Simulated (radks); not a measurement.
Excited configurations of Ru14+: one electron is placed in a higher orbital outside [Ar] 3d10 4s1. The ground configuration is [Ar] 3d10 4s2. Calculated with a radial shooting solver on a logarithmic mesh with Libxc functionals: scalar-relativistic Kohn-Sham, PBE, spin-polarised, spherical densities, finite nucleus; open shells are filled with parallel spins first (spin-orbit coupling, left out, can overturn this in heavy ions); Fermi nuclear charge, rms radius 4.4809 fm. Excitation = E - E(ground); binding = E(ion) - E, where the ion is the core of charge +15; n* = 15/sqrt(2 binding) in atomic units. These energies are relativistic, and a one-electron ion of charge +15 with no core already has n* below n in this formula (scalar-relativistic equation, point nucleus: 4f 3.999, 5s 4.995, 5f 4.999, 6s 5.995, 6d 5.998, 7d 6.998).

| outer orbital | excitation (eV) | binding (eV) | n* | eigenvalue (eV) | <r> (bohr) |
|---|---|---|---|---|---|
| 4f | 144.22 | 208.13 | 3.835 | -197.80 | 1.055 |
| 5s | 156.35 | 196.00 | 3.952 | -190.22 | 1.586 |
| 5f | 219.85 | 132.50 | 4.807 | -127.61 | 1.912 |
| 6s | 227.06 | 125.28 | 4.943 | -121.64 | 2.474 |
| 6d | 247.91 | 104.44 | 5.414 | -101.13 | 2.770 |
| 7d | 277.65 | 74.699 | 6.402 | -72.540 | 3.946 |

The Delta-SCF ionisation energy is 352.35 eV (NIST Atomic Spectra Database: 348 eV, theoretical). Self-interaction in the functional shifts the binding energies and quantum defects, so they are the method's values and not measured ones.
